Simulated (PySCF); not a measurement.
Ni(CO)4 (C4NiO4), SMILES [O+]#[C-]->[Ni](<-[C-]#[O+])(<-[C-]#[O+])<-[C-]#[O+], multiplicity 1. Atoms are numbered in the order given.

```xyz
9

Ni     0.0000     0.0000     0.0000
O      1.7145     1.7145    -1.7145
C      1.0483     1.0483    -1.0483
O     -1.7145     1.7145     1.7145
C     -1.0483     1.0483     1.0483
O     -1.7145    -1.7145    -1.7145
C     -1.0483    -1.0483    -1.0483
O      1.7145    -1.7145     1.7145
C      1.0483    -1.0483     1.0483
```

Geometry: PBE-D3(BJ)/def2-SVP. The multiplicity is an assumed one; other spin states were not compared. The isomer is the one that the SMILES or the coordinates give; other isomers of the formula were not compared.

All values below come from PBE-D3(BJ)/def2-SVP (PySCF).

Frequencies are harmonic and unscaled.

Modes within 1.5 cm⁻¹ of each other (mostly degenerate sets) share a row, with their intensities summed.

**Question.** List the normal modes with their intensities. (Estimate from the structure and the level; the computed values follow.)

**Answer.** 
```tsv
mode	ν (cm⁻¹)	IR (km/mol)	moving atoms (share of kinetic energy)
1–2	64	0.0	O 90 %, C 10 %
3–5	78	0.1	O 74 %, Ni 20 %
6–8	283	0.0	C 78 %, O 22 %
9	412	0.0	O 61 %, C 39 %
10–12	469	132.5	Ni 46 %, O 27 %, C 27 %
13–15	478	30.4	C 79 %, O 20 %
16–17	488	0.0	C 90 %, O 10 %
18–20	2071	2486.8	C 60 %, O 40 %
21	2142	0.0	C 61 %, O 39 %
```
